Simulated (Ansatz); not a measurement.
`B[Si](C)(C)C` and `C[Si](C)(C)CBCl` differ in one atom or group.

Ansatz, PBE0-D4/def2-TZVP geometries, multiplicity 1. Each molecule was computed in one conformer, which needn't be the lowest.

```json
{"property": "LUMO energy (ωB97M-V/def2-TZVPP) / eV", "`B[Si](C)(C)C`": "-0.16"}
{"property": "size of the dipole moment (B3LYP/def2-TZVPP) / D", "`B[Si](C)(C)C`": "0.52"}
{"property": "HOMO energy (ωB97M-V/def2-TZVPP) / eV", "`B[Si](C)(C)C`": "-9.72"}
{"property": "size of the dipole moment (ωB97M-V/def2-TZVPP) / D", "`B[Si](C)(C)C`": "0.50"}
{"property": "HOMO–LUMO gap (ωB97M-V/def2-TZVPP) / eV", "`B[Si](C)(C)C`": "9.55"}
{"property": "LUMO energy (B3LYP/def2-TZVPP) / eV", "`B[Si](C)(C)C`": "-2.29"}
```

Task: What does the change do to each property? (Estimate.)

Result: Computed: 
```
                                          property  `C[Si](C)(C)CBCl`  shift
             LUMO energy (ωB97M-V/def2-TZVPP) / eV               0.98   1.14
  size of the dipole moment (B3LYP/def2-TZVPP) / D               1.99   1.47
             HOMO energy (ωB97M-V/def2-TZVPP) / eV             -10.30  -0.58
size of the dipole moment (ωB97M-V/def2-TZVPP) / D               1.97   1.47
           HOMO–LUMO gap (ωB97M-V/def2-TZVPP) / eV              11.29   1.74
               LUMO energy (B3LYP/def2-TZVPP) / eV              -1.16   1.13
```

With PBE0 the HOMO falls by 0.52 eV and the LUMO rises by 1.10 eV, so the gap widens by about 1.62 eV. PBE moves the HOMO by -0.40 eV and ωB97M-V by -0.58 eV. Dipoles are sizes alone; their direction can turn.

B3LYP here is the variant with VWN-RPA as its local correlation; programs differ in this.
